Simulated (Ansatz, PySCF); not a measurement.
Gas-phase reaction in SMILES: [AsH3] (AsH3) -> [AsH2] (AsH2) + H atom (the As-H bond at the site shown breaks; other sites are not compared here)
Each molecule is optimised on its own at B3LYP-D3(BJ)/def2-TZVP (Ansatz, a first-principles code).
Geometry of the first species:
```xyz
4

As     0.0003     0.0002     0.0708
H     -0.7759    -1.0063    -0.7723
H     -0.4876     1.1692    -0.7786
H      1.2523    -0.1682    -0.7839
```
Charge 0, spin multiplicity 1.

Wanted: bond dissociation energy (0 K, with B3LYP-D3(BJ) harmonic zero-point energies from PySCF), in kJ/mol. Cores are frozen in the correlated levels unless marked. Open shells are spin-unrestricted. No spin-orbit coupling. The frozen core is the preceding noble-gas configuration, with the filled d and f shells of earlier blocks. No relativistic terms. Basis-set limits of correlation are two-point, X^-3; Hartree-Fock from the larger set (for Q and 5 zeta extrapolated as (X+1)exp(-9√X)). The bracket is a focal-point correction in the basis named.

```
level                                                                 program  bond dissociation energy (kJ/mol)  minus last row
-------------------------------------------------------------  --------------  ---------------------------------  --------------
revPBE/def2-TZVPD                                                      Ansatz                              290.6           -15.2
B97M-V/def2-TZVPD                                                      Ansatz                              308.1             2.3
PBE0-D3(BJ)/def2-TZVP                                          Ansatz + dftd3                              297.0            -8.8
PBE0-D3(BJ)/def2-TZVPD                                         Ansatz + dftd3                              297.1            -8.7
PW6B95/def2-TZVPD                                                       PySCF                              304.5            -1.3
MN15-D3(BJ)/def2-TZVPD                                          PySCF + dftd3                              298.0            -7.8
wB97X-V/def2-TZVPD                                                     Ansatz                              307.3             1.5
B2GP-PLYP-D3(BJ)/def2-TZVPD                                    Ansatz + dftd3                              297.0            -8.8
RI-MP2/def2-TZVPP                                                      Ansatz                              290.7           -15.1
RI-MP2/def2-TZVPPD                                                     Ansatz                              291.1           -14.7
RI-MP2/def2-QZVPPD                                                     Ansatz                              294.9           -10.9
SCS-MP2/def2-TZVPP                                                     Ansatz                              299.5            -6.3
CCSD/STO-3G                                                            Ansatz                              369.8            64.0
CCSD/aug-cc-pVDZ                                                       Ansatz                              286.5           -19.3
CCSD/aug-cc-pVQZ                                                       Ansatz                              300.8            -5.0
CCSD/def2-QZVPP                                                        Ansatz                              300.6            -5.2
CCSD/CBS(def2-TZVPP,def2-QZVPP)                                        Ansatz                              303.1            -2.7
CCSD(T)/def2-TZVPPD                                                    Ansatz                              300.7            -5.1
CCSD(T)/def2-QZVPP                                                     Ansatz                              303.7            -2.1
RI-MP2/CBS(def2-TZVPPD,def2-QZVPPD)+[CCSD(T)-MP2]/def2-QZVPPD          Ansatz                              306.5             0.7
CCSD(T)/CBS(cc-pVQZ,cc-pV5Z)                                           Ansatz                              305.8             0.0
```
